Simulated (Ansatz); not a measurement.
Geometry optimisation, Ansatz 0.2.0, RKS B3LYP-D4/def2-SVP.

Input:

```yaml
crystal:
  periodic: [false, false, false]
  atoms:
    - { symbol: O, position_ang: [-0.7851, 0.5817, -1.8895] }
    - { symbol: Al, position_ang: [0.08, -0.3149, -0.6204] }
    - { symbol: B, position_ang: [0.6168, -0.2397, 1.3757] }
    - { symbol: O, position_ang: [0.6282, -1.4908, 0.5871] }
    - { symbol: H, position_ang: [-1.7154, 0.7975, -1.5095] }
    - { symbol: H, position_ang: [1.2177, 0.6022, 2.0104] }
basis:
  gaussian: { orbitals: def2-SVP }
hamiltonian:
  xc: b3lyp
  dispersion: d4
relax:
  f_tol: 0.015
  max_steps: 40
```

Launched with:

```bash
$ ansatz run input.yaml --threads 1 --pin off --max-ram 2048MiB --backend cpu --events-out ev --progress --plain --runs-dir out
```

**Question.** Where does it end, and by what steps?

**Answer.** The forces met the threshold. After 14 steps the energy has fallen by 2.198 eV; Al2 moved furthest, 0.88 Å.

| step | energy less start (eV) | largest force component (eV/Å) | accepted |
| --- | --- | --- | --- |
| 0 | 0.0000 | 4.150 | yes |
| 1 | -0.9717 | 1.534 | yes |
| 2 | -1.5497 | 0.891 | yes |
| 3 | -1.9180 | 0.584 | yes |
| 4 | -2.0554 | 1.005 | yes |
| 5 | -2.1244 | 0.492 | yes |
| 6 | -2.1578 | 0.528 | yes |
| 7 | -2.1765 | 0.282 | yes |
| 8 | -2.1276 | 1.586 | no |
| 9 | -2.1890 | 0.245 | yes |
| 10 | -2.1959 | 0.202 | yes |
| 11 | -2.1971 | 0.112 | yes |
| 12 | -2.1981 | 0.068 | yes |
| 13 | -2.1984 | 0.029 | yes |
| 14 | -2.1985 | 0.010 | yes |

```xyz
6
Properties=species:S:1:pos:R:3
O -1.053 0.098 -1.731
Al -0.285 0.393 -0.244
B 0.860 -0.143 1.349
O 0.674 -1.055 0.429
H -1.597 0.698 -2.247
H 1.444 -0.055 2.399
```

Time of the run: 26 s on 1 thread of Intel(R) Xeon(R) Platinum 8488C (Sapphire Rapids), on a shared host, peak memory 0.17 GiB.
